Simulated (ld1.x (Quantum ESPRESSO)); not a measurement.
**u(r) = r·R(r): atom against pseudo-atom (C (Z = 6))**

Columns: radius, all-electron u(r) and pseudo u(r) of the 2p shell (level -5.63 eV) of carbon in the configuration [He] 2s1.5 2p2.5; LDA (PZ), non-relativistic, TM scheme, ld1.x (Quantum ESPRESSO) 7.5.

| r (bohr) | all-electron | pseudo |
| --- | --- | --- |
| 0.085 | 0.0360 | 0.0168 |
| 0.170 | 0.1146 | 0.0652 |
| 0.255 | 0.2080 | 0.1401 |
| 0.340 | 0.3019 | 0.2331 |
| 0.425 | 0.3889 | 0.3343 |
| 0.510 | 0.4656 | 0.4336 |
| 0.595 | 0.5308 | 0.5223 |
| 0.680 | 0.5844 | 0.5947 |
| 0.765 | 0.6270 | 0.6484 |
| 0.850 | 0.6594 | 0.6839 |
| 0.935 | 0.6828 | 0.7045 |
| 1.020 | 0.6981 | 0.7140 |
| 1.105 | 0.7065 | 0.7161 |
| 1.190 | 0.7091 | 0.7136 |
| 1.275 | 0.7067 | 0.7082 |
| 1.360 | 0.7002 | 0.7005 |
| 1.445 | 0.6903 | 0.6903 |
| 1.530 | 0.6777 | 0.6777 |
| 1.615 | 0.6630 | 0.6630 |
| 1.700 | 0.6466 | 0.6466 |
| 1.785 | 0.6290 | 0.6290 |
| 1.870 | 0.6103 | 0.6103 |
| 1.955 | 0.5911 | 0.5911 |
| 2.040 | 0.5714 | 0.5714 |
| 2.125 | 0.5515 | 0.5515 |
| 2.210 | 0.5315 | 0.5315 |

How many radial nodes do the two functions have?

The all-electron 2p function has n − l − 1 = 0; the pseudo-wave has 0.

At about which radius was the pseudo-wave matched?

1.55 bohr. The columns agree to 0.0005 from 1.36 bohr on; several derivatives are matched, so the curves merge somewhat inside the radius.

Is the pseudo-wave norm-conserving?

Yes: the TM scheme keeps the norm inside the radius equal to the all-electron one, which fixes the energy derivative of the logarithmic derivative at the level.
